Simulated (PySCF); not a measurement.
# Computed records: ClGeH4NSi, C2H7BGe

Computed with PySCF 2.14.0. Calculation on a computer-drawn molecule: optimised geometry and harmonic frequencies of an isolated molecule of the commonest isotopes, restricted reference for singlets and unrestricted otherwise, frozen core in MP2; on germanium a core potential holds 10 electrons, which the energies leave out, and 3d is frozen in MP2 and coupled-cluster steps.

Common to all runs: charge 0; multiplicity 1; method HF; basis and core potential on germanium cc-pVDZ-PP ECP10MDF.

(1) ClGeH4NSi

Start structure:
```xyz
8
ClGeH4NSi
Si    -0.4313    -0.0913     1.7716
N      0.4646     0.9410     0.6011
Ge     1.1841     0.5635    -0.8439
Cl     1.2329    -1.2849    -2.0307
H     -1.5999    -0.7157     1.1722
H      0.4416    -1.1078     2.3476
H     -0.8215     0.9131     2.7522
H      1.9004     1.6731    -1.6289
```

It was run with basis cc-pV(D+d)Z.

It finds rotational constants 5.334, 1.485, 1.177 GHz; total energy -1098.6071 hartree; convergence status largest gradient component 1.737e-06 hartree/bohr.

Drawn bonds:
```tsv
atom	other atom	order
1	2	1
2	3	2
3	4	1
1	5	1
1	6	1
1	7	1
3	8	1
```

Optimised structure:
```xyz
8
ClGeH4NSi
Si    -0.3303    -0.0906     1.7789
N      0.7663     0.7103     0.7267
Ge     1.2183     0.5943    -0.8588
Cl     0.4673    -0.7965    -2.3115
H     -1.0951    -1.1860     1.1272
H      0.4114    -0.6766     2.9209
H     -1.3091     0.8845     2.3162
H      2.2421     1.4516    -1.5584
```

Modes:
```tsv
frequency (cm⁻¹)	reduced mass (dalton)
66	1.05
85.42	7.275
159.5	5.241
246.1	9.092
428.5	31.57
509.4	1.098
602.3	5.534
775.9	1.192
777	1.251
825.1	1.101
1037	1.048
1039	1.048
1062	1.117
1240	10.18
2270	1.047
2288	1.051
2307	1.021
2343	1.021
```

(2) C2H7BGe

Start structure:
```xyz
11
C2H7BGe
B     -1.2158    -0.6345    -0.5135
C     -0.6236     0.6363     0.0409
C     -0.2176     0.8220     1.5391
Ge    -0.3530     2.1034    -1.0323
H     -1.5947    -0.6400    -1.6282
H     -1.3332    -1.5864     0.1297
H      0.4286    -0.0101     1.8427
H      0.3311     1.7127     1.7224
H     -1.1092     0.8083     2.1459
H      0.4426     3.2159    -0.5762
H     -0.5342     2.0189    -2.5502
```

Settings of this run: basis cc-pVDZ.

It finds rotational constants 8.195, 3.222, 2.346 GHz; total energy -397.8076 hartree; convergence status largest gradient component 4.46e-05 hartree/bohr.

Drawn bonds:
```tsv
atom	other atom	order
1	2	1
2	3	1
2	4	2
1	5	1
1	6	1
3	7	1
3	8	1
3	9	1
4	10	1
4	11	1
```

Optimised structure:
```xyz
11
C2H7BGe
B     -1.2204    -0.5467    -0.5253
C     -0.5612     0.6854     0.0923
C     -0.2023     0.7785     1.5639
Ge    -0.2550     2.0055    -1.0728
H     -1.4883    -0.5791    -1.6997
H     -1.4870    -1.5118     0.1469
H      0.4920    -0.0187     1.8435
H      0.2626     1.7287     1.8374
H     -1.0923     0.6574     2.1874
H      0.3900     3.3427    -0.7105
H     -0.6171     1.9046    -2.5428
```

Modes:
```tsv
frequency (cm⁻¹)	reduced mass (dalton)
123.8	1.049
216.5	1.452
255.2	2.657
295.3	2.459
405.6	1.65
479.6	1.043
586.5	1.066
598.1	1.194
637.3	3.475
904	1.489
949.3	1.036
1037	1.713
1051	1.351
1120	1.362
1262	1.574
1286	3.351
1377	2.074
1520	1.223
1582	1.045
1593	1.054
2244	1.021
2295	1.02
2632	1.054
2690	1.126
3163	1.036
3226	1.102
3232	1.104
```
